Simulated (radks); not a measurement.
Pt XXVII, configuration [Kr] 4d10 4f6.

Calculated with a radial shooting solver on a logarithmic mesh with Libxc functionals: scalar-relativistic Kohn-Sham, SCAN, spin-polarised, spherical densities, finite nucleus; open shells are filled with parallel spins first (spin-orbit coupling, left out, can overturn this in heavy ions); meta-GGA in the generalised Kohn-Sham scheme; Fermi nuclear charge, rms radius 5.427 fm.

Energy parts (hartree):
part                       energy
total                 -18105.9621
kinetic                20218.8629
electron-nucleus      -43363.5135
Hartree                 5362.1884
exchange-correlation    -323.4999

Orbitals (lengths in bohr, moments of r in powers of bohr):
orbital,occ.,eigenvalue (hartree),<r^2>
1s up,1,-2915.094,0.0004062
1s down,1,-2915.095,0.0004062
2s up,1,-538.2896,0.006199
2s down,1,-538.2739,0.006198
2p up,3,-470.4966,0.005203
2p down,3,-470.4845,0.005202
3s up,1,-150.2909,0.03985
3s down,1,-150.0192,0.03973
3p up,3,-130.4200,0.04085
3p down,3,-130.1314,0.04071
3d up,5,-108.8479,0.03388
3d down,5,-108.6122,0.03373
4s up,1,-54.66199,0.1810
4s down,1,-54.19629,0.1818
4p up,3,-47.81448,0.2004
4p down,3,-47.36693,0.2015
4d up,5,-39.57977,0.2137
4d down,5,-39.12157,0.2153
4f up,6,-30.68713,0.2055

The highest occupied level is 4f up at -835.04 eV. The density falls to 0.001 e/bohr^3 at r = 1.28 bohr. The spin density at the nucleus is -50.8 e/bohr^3 (1s 0.0, 2s -11.5, 3s -109.0, 4s 69.6). Spin moment in Bohr magnetons: 6. Summed over all electrons, <r^2> = 5.653 bohr^2, which gives a Langevin (diamagnetic) susceptibility term of -4.48 x 10^-6 cm^3/mol.

Empty levels of this run are not shown, since the potential may be unsettled where no density lies.
